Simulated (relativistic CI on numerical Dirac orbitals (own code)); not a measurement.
# Hyperfine structure of Nd⁴⁴⁺, mass number 143

Computed by Dirac-Coulomb-Breit CI, orbitals from a KLI potential per configuration, model QED (radiative potential, 1s self-energy scaled to tabulated hydrogen-like ionisation energies), unscaled Slater integrals (own radial code, finite nucleus).

CI space (outside the closed core [Ne]): 3s²3p⁴, 3s3p⁵, 3s²3p³3d, 3p⁶, 3s3p⁴3d, 3p⁵3d, 3s3p³3d², 3s²3p²3d4p, 3p⁵4s, 3s3p³3d4s, 3p⁵4p, 3s²3p³4s, 3s²3p²3d², 3s²3p3d³, 3s3p²3d³, 3s²3p3d²4s, 3p⁴3d², 3p³3d³, 3p³3d²4s, 3s²3p²3d4s, 3s3p²3d²4s, 3s²3p3d4s². Double excitations out of closed p, d and f shells are left out; levels of such configurations are missing from the list, as are those of other unlisted configurations, and high levels can miss mixing partners.

Nuclear spin I = 7/2, μ = -1.065 μN, Q = -0.61 b (tables of Stone and Pyykkö). The electronic factors are computed for point nuclear moments, without core polarisation or the Bohr-Weisskopf and QED corrections.

| Level | E (eV) | A (GHz) | B (GHz) |
| --- | --- | --- | --- |
| 3s²3p⁴ ³P2 | 0.000 | -30.63 | -16.1 |
| 3s²3p⁴ ³P1 | 126.015 | 15.2 | 59.8 |
| 3s²3p⁴ ¹D2 | 133.934 | -78.1 | 136 |
| 3s3p⁵ ³P°2 | 261.950 | -151.7 | 106 |

Levels with J = 0, under 50 % of one LS term, or S terms without an open s electron are left out. Small factors come from cancelling terms and can be off by tens of per cent or more.

At this charge energies of transitions that change n are usually good to better than 1 %, and those within a shell (Δn = 0) to a few per cent.

Give the hyperfine levels of 3s²3p⁴ ³P2 relative to its centre of gravity.

With K = F(F + 1) − I(I + 1) − J(J + 1), E = AK/2 + B[¾K(K + 1) − I(I + 1)J(J + 1)]/[2I(2I − 1)J(2J − 1)]: F = 3/2: 267, F = 5/2: 197.6, F = 7/2: 96.47, F = 9/2: -40.49, F = 11/2: -218.4 GHz.

LS names give the leading component of a level, which can be under half, so a name can repeat, a term be missing and a line seem to break the LS rules.
